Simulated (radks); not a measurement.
Values are calculated unless marked as measured or tabulated.
Species: Pr+. Configuration: [Xe] 4f3 6s1.

Level of theory: scalar-relativistic Kohn-Sham, PBE, spin-polarised, spherical densities, point nucleus; open shells are filled with parallel spins first (spin-orbit coupling, left out, can overturn this in heavy ions) (a radial shooting solver on a logarithmic mesh with Libxc functionals).

Energy parts (hartree):
| part | energy |
|---|---|
| total | -9237.1808 |
| kinetic | 9811.1649 |
| electron-nucleus | -22399.3344 |
| Hartree | 3566.6896 |
| exchange-correlation | -215.7008 |

Orbitals (lengths in bohr, moments of r in powers of bohr; r(max) is where P^2 peaks):
orbital  occ.  eigenvalue (hartree)      <r^4>      <r>   r(max)
1s up       1             -1536.969  1.645e-06  0.02409  0.01541
1s down     1             -1536.969  1.645e-06  0.02409  0.01541
2s up       1             -247.4265  0.0002697   0.1031  0.08725
2s down     1             -247.4262  0.0002697   0.1031  0.08725
2p up       3             -221.4005  0.0001981  0.09055  0.07028
2p down     3             -221.4003  0.0001981  0.09055  0.07028
3s up       1             -53.54754    0.01087   0.2724   0.2491
3s down     1             -53.52097    0.01085   0.2723   0.2490
3p up       3             -45.30564    0.01136   0.2705   0.2439
3p down     3             -45.27919    0.01133   0.2704   0.2438
3d up       5             -33.73729   0.009360   0.2476   0.2006
3d down     5             -33.71675   0.009334   0.2474   0.2005
4s up       1             -10.83789     0.2785   0.6227   0.5790
4s down     1             -10.76203     0.2780   0.6224   0.5789
4p up       3              -8.14678     0.3667   0.6597   0.6046
4p down     3              -8.06988     0.3661   0.6593   0.6043
4d up       5              -4.29954     0.6176   0.7276   0.6359
4d down     5              -4.22122     0.6186   0.7274   0.6354
4f up       3              -0.28299      12.32    1.160   0.6927
4f down     0              -0.21334      15.57    1.205   0.6932
5s up       1              -1.66940      9.580    1.504    1.351
5s down     1              -1.61437      9.839    1.514    1.358
5p up       3              -1.02027      19.12    1.758    1.530
5p down     3              -0.97475      19.65    1.771    1.542
6s up       1              -0.30994      492.3    4.035    3.586

The highest occupied level is 4f up at -7.701 eV. The density falls to 0.001 e/bohr^3 at r = 4.62 bohr. Spin moment in Bohr magnetons: 4.
